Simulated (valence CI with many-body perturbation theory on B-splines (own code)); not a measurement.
Questions on Zn XVI

Computed by relativistic CI+MBPT: five valence electrons over a frozen Dirac-Fock core [Ne], radial functions for each j: 9 s, 9 p, 8 d, 6 f, 3 g, 1 h, with the one-electron correlation potential Σ1 (screened to all orders), the two-electron term Σ2, the three-electron term Σ3, Breit, model QED; selected single and double excitations, second order for the rest (own B-spline code, finite nucleus).

No measured spectrum was set against this ion. As an estimate, levels of excited configurations hold to 0.05 to 0.15 % of their energy, terms of the ground configuration to about 0.5 %. Among the levels kept, up to 460 cm⁻¹ of a level comes from second order outside the variational space, and about a tenth of that is noise between levels of different J, which matters for small intervals.

Rates and lifetimes use the calculated energies. Strong lines usually hold to 10 to 20 %, long lifetimes can be off by a factor of two.

Problem. What is the ground level?

Solution. 3s²3p³ ⁴S°_3/2, composition 89 % 3s²3p³ ⁴S° + 7 % 3s²3p³ ²P°, g = 1.934.

Problem. Name the longest-lived excited levels whose lifetime is computed, and their main decay.

Solution. 3s²3p³ ²D°_5/2 at 62736 cm⁻¹ lives 18.6 ms, mostly by M1 to 3s²3p³ ⁴S°_3/2; 3s²3p³ ²D°_3/2 at 50554 cm⁻¹ lives 1.91 ms, mostly by M1 to 3s²3p³ ⁴S°_3/2; 3s²3p³ ²P°_1/2 at 97950 cm⁻¹ lives 638 μs, mostly by M1 to 3s²3p³ ⁴S°_3/2. The lifetime of 3s²3p²3d ⁴F_9/2 is too uncertain to give, and may be longer. The lifetime of 3s²3p²3d ²G_9/2 is too uncertain to give, and may be longer.

Problem. Among levels below 859120 cm⁻¹, which E1 lines absorb most strongly from the ground level?

Solution. to 3s²3p²3d ⁴P_5/2 at 15.23 nm, f = 0.546; to 3s²3p²3d ⁴P_3/2 at 15.06 nm, f = 0.355; to 3s²3p²3d ⁴P_1/2 at 15.01 nm, f = 0.133.

Problem. Where does the other parity begin?

Solution. At 3s3p⁴ ⁴P_5/2, 360390 cm⁻¹.

Problem. How well does LS coupling describe the low levels?

Solution. Among the lowest 20 levels the leading LS term, summed over configurations, holds 86 % on average. For single configurations the figures are 77 % in LS and 60 % in jj coupling. Terms mix most in the J = 1/2 level at 546990 cm⁻¹, where the leading one holds 53 %.
